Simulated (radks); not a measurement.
All-electron atom: the europium ion Eu+ in [Xe] 4f7 5d0.5 6s0.5 (fractional occupations, a model configuration). Calculated with a radial shooting solver on a logarithmic mesh with Libxc functionals: Dirac Kohn-Sham, LDA (Slater exchange, Perdew-Wang correlation), spin-unpolarised, spherical densities, finite nucleus; open shells fill j = l - 1/2 first; Fermi nuclear charge, rms radius 5.1115 fm. Some entries of the table are withheld. Estimate them.

orbital,occ.,eigenvalue (eV),r(max) (bohr),<r^2> (bohr^2)
1s1/2,2,-48272.06,0.01421,0.0006803
2s1/2,2,-7928.471,0.08079,0.01064
2p1/2,2,(1),0.06108,0.007730
2p3/2,4,(2),0.06681,0.008968
3s1/2,2,-1747.923,0.2293,0.07124
3p1/2,2,-1573.436,0.2163,0.06643
3p3/2,4,-1441.563,0.2285,0.07358
3d3/2,4,-1138.201,(3),0.05892
3d5/2,6,-1109.475,(4),0.06092
4s1/2,2,-350.5392,0.5279,0.3625
4p1/2,2,-283.1404,0.5327,0.3823
4p3/2,4,-253.8843,0.5589,0.4222
4d3/2,4,-142.6760,0.5685,0.4889
4d5/2,6,-137.4296,0.5771,0.5049
5s1/2,2,-49.9855,1.233,2.154
5p1/2,2,-31.8916,1.350,2.788
5p3/2,4,-28.0654,1.430,3.166
4f5/2,6,-8.4009,0.5897,1.297
6s1/2,0.5,-8.3448,3.384,16.82
4f7/2,1,-7.7858,0.5950,1.366
5d3/2,0.5,-6.8622,2.100,9.752
5d5/2,0,-6.6373,2.156,10.27

Answer. 
(1) 2p1/2 eigenvalue (eV): -7525.765
(2) 2p3/2 eigenvalue (eV): -6878.518
(3) 3d3/2 r(max) (bohr): 0.1817
(4) 3d5/2 r(max) (bohr): 0.1851
